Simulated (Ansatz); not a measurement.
Program: Ansatz. Geometries: PBE0-D4/def2-TZVP. ΔE: electronic, gas phase. CCSD(T)/CBS adds triple-zeta CCSD(T) − MP2 to the extrapolated MP2 energy (def2 sets, frozen cores). DFT in def2-TZVPP. Each species was taken in one conformer, which may not be the lowest.

Reaction (substitution at a C–C bond): `CC1(C)C=CC=C1` + `N[Si](Cl)(Cl)Cl` → `CN[Si](Cl)(Cl)Cl` + `CC1C=CC=C1`

```
   level  ΔE (eV)
BHLYP-D4     0.36
  r2SCAN     0.39
```

**Question.** What does CCSD(T)/CBS give? (Estimate.)

**Answer.** Computed: +0.44 eV. The listed levels differ from it by -0.08, -0.05 eV.

Largest T1 diagnostic among the species: 0.011.

In def2-TZVPP, CCSD(T) changes the Hartree–Fock value by +0.12 eV (the triples alone add +0.02 eV) and MP2 by +0.17 eV. At CCSD(T), def2-SVP lies −0.05 eV from the extrapolated value and def2-TZVPP −0.00 eV.
